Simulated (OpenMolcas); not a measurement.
Computed levels of 4d2 in ions with 38 electrons, in cm-1 above 3F2.

| Quantity | Value |
| --- | --- |
| Program | OpenMolcas |
| Method | XMS-CASPT2, IPEA 0.25 Eh, imaginary shift 0.1 Eh |
| Basis | ANO-RCC-VTZP |
| Scalar Hamiltonian | DKH2, point nucleus |
| Spin-orbit coupling | state interaction with AMFI integrals over the reference wave functions, term energies averaged over their components |

Active space for each ion: 2 electrons in 5 orbitals (4d); closed shells correlated by CASPT2: 4s 4p.

| Level | Mo4+ | Tc5+ | Rh7+ |
| --- | --- | --- | --- |
| 3F3 | 1520 | 2080 | 3520 |
| 3F4 | 3250 | 4400 | 7230 |
| 1D2 | 10370 | 11830 | 15440 |
| 3P0 | 11580 | 12770 | 15890 |
| 3P1 | 12210 | 13660 | 17480 |
| 3P2 | 13700 | 15830 | 21400 |
| 1G4 | 16940 | 19350 | 24720 |
| 1S0 | 38420 | 43600 | 54870 |

Estimate 3F4, 1D2, 3P0 for Ru6+ from its neighbours Tc5+ and Rh7+.

3F4 is fine structure, which grows about as the fourth power of a screened charge, so the fourth roots are averaged: ((4400^0.25 + 7230^0.25) / 2)^4 = 5684. The calculation gives 5690, so the estimate is off by -0.1 %.
1D2 is another term, which grows about linearly with the charge: (11830 + 15440) / 2 = 13635. The calculation gives 13570, so the estimate is off by +0.5 %.
3P0 is another term, which grows about linearly with the charge: (12770 + 15890) / 2 = 14330. The calculation gives 14320, so the estimate is off by +0.1 %.

Mixed levels, with the weight of the term that names them: Tc5+ 1D2 (74 %), Ru6+ 1D2 (69 %), Ru6+ 3P2 (72 %), Rh7+ 1D2 (65 %), Rh7+ 3P2 (67 %).

CASPT2 breaks the degeneracy within a term, and the mean is taken; among the terms shown or strongly mixed into the levels shown the widest spread is 1600 cm-1 (4d2 3F, Tc5+). Only configurations of the active space appear.
